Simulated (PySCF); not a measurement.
## Radial density of Ge (germanium, neutral)

r2SCAN, [Ar] 3d10 4s2 4p2, high-spin 3P determinant. Calculation: PySCF 2.14, in x2c-TZVPall; scalar relativity by spin-free X2C-1e.

```
r (bohr)  4πr²ρ (e/bohr)  4πr²(ρα − ρβ)
0.000739          0.2483         0.0000
 0.00124          0.6163         0.0000
 0.00209           1.521         0.0000
 0.00352           3.643        -0.0001
 0.00591           8.222        -0.0002
 0.00995           16.84        -0.0003
  0.0167           29.32         0.0000
  0.0281           38.89         0.0027
  0.0473           35.81         0.0136
  0.0796           32.41         0.0360
   0.134           45.03         0.0345
   0.225           33.04        -0.0137
   0.379           24.13         0.0582
   0.637           25.85         0.0233
    1.07           7.661         0.0976
    1.80           2.449         0.7047
    3.03          0.9949         0.6086
    5.10          0.1320         0.1162
    8.58       0.0006422         0.0006
```

Densities and radii are taken from the X2C orbitals without a picture-change correction, which distorts them close to the nucleus.

Question: Where is the radial spin density 4πr²(ρα − ρβ) most negative, and why is it negative at all?

Answer: Around r = 0.225 bohr, down to -0.0137 e/bohr: exchange with the open shell polarises the paired shells in an unrestricted calculation.
